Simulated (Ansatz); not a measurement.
AsP3SOO nortricyclane (AsP₃SO₂), 7 atoms. Hardware: 2 threads of AMD EPYC 7R13 on a shared host.

The 6-31G sets use Cartesian d functions. Correlated methods freeze 31 core orbitals; core or outer-core shells of As are correlated, in sets that lack core-valence functions.

(1) How many basis functions does each of these Ansatz runs have, and roughly what does it cost? PBE0-D4/def2-SVP, charge 0 singlet, energy, from earlier orbitals; r2SCAN0-D4/def2-TZVP, charge 0 singlet, energy, from earlier orbitals; PBE0-D4/def2-SVP, charge 1 doublet, relaxation, 8 steps; PBE-D4/def2-SVP, charge 0 singlet, energy, from earlier orbitals; MP2/def2-TZVP, charge 0 singlet, energy, from earlier orbitals; PBE-D4/def2-TZVP, charge 0 singlet, energy and forces, from earlier orbitals; PBE0-D4/def2-SVP, charge 0 singlet, frequencies; PBE0-D4/def2-SVP, charge 0 singlet, relaxation, 6 steps; LDA (SPW92)/def2-TZVP, charge 1 doublet at the geometry of the charge 0 singlet, energy, from earlier orbitals; HF/6-31G, charge 0 singlet, energy; r2SCAN-D4/def2-TZVP, charge 0 triplet at the geometry of the charge 0 singlet, energy, from earlier orbitals; PBE0-D4/def2-TZVP, charge 1 doublet at the geometry of the charge 0 singlet, energy.

## Answers

(1) Other jobs shared the machine, so times can vary by a factor of up to 3. A dash marks memory too small to be measured apart from the calling script's.

```json
{"run": "HF/6-31G, charge 0 singlet, energy", "functions": "99", "fitting or Cholesky vectors": "967", "wall time": "1.9 s", "peak host memory (GiB)": "–"}
{"run": "PBE-D4/def2-SVP, charge 0 singlet, energy, from earlier orbitals", "functions": "132", "fitting or Cholesky vectors": "1475", "wall time": "2.5 s", "peak host memory (GiB)": "–"}
{"run": "PBE0-D4/def2-SVP, charge 0 singlet, energy, from earlier orbitals", "functions": "132", "fitting or Cholesky vectors": "1200", "wall time": "4.6 s", "peak host memory (GiB)": "–"}
{"run": "PBE-D4/def2-TZVP, charge 0 singlet, energy and forces, from earlier orbitals", "functions": "258", "fitting or Cholesky vectors": "1746", "wall time": "9 s", "peak host memory (GiB)": "–"}
{"run": "LDA (SPW92)/def2-TZVP, charge 1 doublet at the geometry of the charge 0 singlet, energy, from earlier orbitals", "functions": "258", "fitting or Cholesky vectors": "1746", "wall time": "9.1 s", "peak host memory (GiB)": "0.59"}
{"run": "r2SCAN0-D4/def2-TZVP, charge 0 singlet, energy, from earlier orbitals", "functions": "258", "fitting or Cholesky vectors": "1842", "wall time": "17 s", "peak host memory (GiB)": "1.2"}
{"run": "MP2/def2-TZVP, charge 0 singlet, energy, from earlier orbitals", "functions": "258", "fitting or Cholesky vectors": "1620", "wall time": "18 s", "peak host memory (GiB)": "0.86"}
{"run": "PBE0-D4/def2-SVP, charge 0 singlet, relaxation, 6 steps", "functions": "132", "fitting or Cholesky vectors": "1309", "wall time": "29 s", "peak host memory (GiB)": "–"}
{"run": "r2SCAN-D4/def2-TZVP, charge 0 triplet at the geometry of the charge 0 singlet, energy, from earlier orbitals", "functions": "258", "fitting or Cholesky vectors": "1746", "wall time": "57 s", "peak host memory (GiB)": "1.2"}
{"run": "PBE0-D4/def2-SVP, charge 1 doublet, relaxation, 8 steps", "functions": "132", "fitting or Cholesky vectors": "1311", "wall time": "75 s", "peak host memory (GiB)": "–"}
{"run": "PBE0-D4/def2-TZVP, charge 1 doublet at the geometry of the charge 0 singlet, energy", "functions": "258", "fitting or Cholesky vectors": "1842", "wall time": "81 s", "peak host memory (GiB)": "2.4"}
{"run": "PBE0-D4/def2-SVP, charge 0 singlet, frequencies", "functions": "132", "fitting or Cholesky vectors": "1313", "wall time": "2.8 min", "peak host memory (GiB)": "–"}
```
